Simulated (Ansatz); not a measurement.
`N[Si](F)(Cl)Br` + `OBCF` → `O[Si](F)(Cl)Br` + `NBCF`  (redistribution)

Program: Ansatz. Geometries: PBE0-D4/def2-TZVP. ΔE: electronic, gas phase. CCSD(T)/CBS adds triple-zeta CCSD(T) − MP2 to the extrapolated MP2 energy (def2 sets, frozen cores). DFT in def2-TZVPP. For Br outer-core shells are correlated without core-valence functions, which leaves a few kJ/mol of doubt a bond. Scalar relativity is left out up to krypton. Each species was taken in one conformer, which may not be the lowest.

`N[Si](F)(Cl)Br`:

Z-matrix (Å, degrees):
```
Si
F 1 1.585
Cl 1 2.029 2 105.7
N 1 1.676 2 114.8 3 120.1
Br 1 2.194 2 105.5 3 -119.3
H 4 1.005 1 122.7 2 82.4
H 4 1.005 1 122.5 2 -85.9
```

`OBCF`:

Cartesian coordinates in Å:
```
O -0.799 -1.110 0.850
B -0.065 -0.590 -0.159
C 0.288 0.938 -0.061
F 1.046 1.380 -1.138
H -0.989 -2.045 0.745
H 0.296 -1.269 -1.081
H 0.847 1.151 0.859
H -0.625 1.546 -0.015
```

`O[Si](F)(Cl)Br`:

Cartesian coordinates in Å:
```
O 0.638 -1.168 0.071
Si -0.034 0.298 0.071
F 0.860 1.333 -0.719
Cl -1.844 0.283 -0.844
Br -0.185 0.963 2.138
H 0.565 -1.709 -0.718
```

`NBCF`:

```xyz
9

N    -0.594    0.849   -0.962
B    -0.342   -0.387   -0.395
C     0.579   -0.482    0.876
F     1.047    0.769    1.288
H    -1.170    0.989   -1.773
H    -0.200    1.692   -0.577
H    -0.819   -1.380   -0.867
H     0.044   -0.932    1.722
H     1.453   -1.118    0.687
```

| level | ΔE (kcal/mol) |
| --- | --- |
| PBE0-D4 | -11.1 |
| r2SCANh-D4 | -11.8 |
| PBE0 | -11.2 |
| r2SCAN0 | -11.6 |

Q: What does CCSD(T)/CBS give? (An estimate is asked.)

A: Ansatz gave: -11.4 kcal/mol. The listed levels differ from it by 0.3, -0.4, 0.2, -0.2 kcal/mol.

Largest T1 diagnostic among the species: 0.012.

Leaving LDA and LC-ωPBE aside and taking each functional with its dispersion term where it has one, the values, not all of them listed here, spread over 1.1 kcal/mol, from r2SCAN-D4 to ωB97X-V. LDA lies −0.8 kcal/mol from PBE without D4. In def2-TZVPP, CCSD(T) changes the Hartree–Fock value by −1.5 kcal/mol (the triples alone add −0.2 kcal/mol) and MP2 by −1.5 kcal/mol.
